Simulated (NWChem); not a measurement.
Molecule: CH$_{4}$O$_{2}$Si; SMILES O=C[SiH2]O

```xyz
8

O     -0.5526     1.7092     0.0000
C      0.5415     1.1629     0.0000
Si     0.5364    -0.7703     0.0000
O     -1.0858    -1.1050     0.0000
H      1.4620     1.7913     0.0000
H      1.2358    -1.2756    -1.2106
H      1.2358    -1.2756     1.2106
H     -1.5847    -0.2660     0.0000
```
Atoms are numbered in this order, from 1.

Program: NWChem. Coordinates come from a B3LYP/6-31G* (spherical d) optimisation.

Q: Order these by “orbital gap (eV)”, lowest first: Hartree-Fock/def2-TZVP; B3LYP/def2-TZVP; BLYP/def2-TZVP; CAM-B3LYP/def2-TZVP.

A: BLYP/def2-TZVP (2.99), B3LYP/def2-TZVP (5.10), CAM-B3LYP/def2-TZVP (8.25), Hartree-Fock/def2-TZVP (13.53)
